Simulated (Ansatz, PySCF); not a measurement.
BeF, SMILES [Be][F], multiplicity 2. Atoms are numbered in the order given.

```xyz
2

Be     0.0000     0.0000    -0.9554
F      0.0000     0.0000     0.4180
```
Charge 0, spin multiplicity 2.

Geometry: r2SCAN-D4/def2-TZVPD. The spin state was assumed, not searched.

Two levels are set side by side: PBE-D3(BJ)/def2-TZVPD (Ansatz, a program for electronic structure) and r2SCAN-D4/def2-TZVPD (Ansatz). Each level has its own optimised geometry; the coordinates shown are those of the second. Frequencies come from the Hessian of PySCF at each geometry. Differences are taken from unrounded values.

| quantity | r2SCAN-D4 |
|---|---|
| bond Be1–F2 (Å) | 1.373 |
| highest harmonic wavenumber (cm⁻¹) | 1220 |
| mean harmonic wavenumber (cm⁻¹) | 1220 |
| zero-point energy (kcal/mol) | 1.74 |

What does PBE-D3(BJ) give, and how far is it from r2SCAN-D4? (The exact figures need the calculation; the answer reports its results.)


```tsv
quantity	PBE-D3(BJ)	PBE-D3(BJ) minus r2SCAN-D4
bond Be1–F2 (Å)	1.381	0.008
highest harmonic wavenumber (cm⁻¹)	1195	-26
mean harmonic wavenumber (cm⁻¹)	1195	-26
zero-point energy (kcal/mol)	1.71	-0.04
```
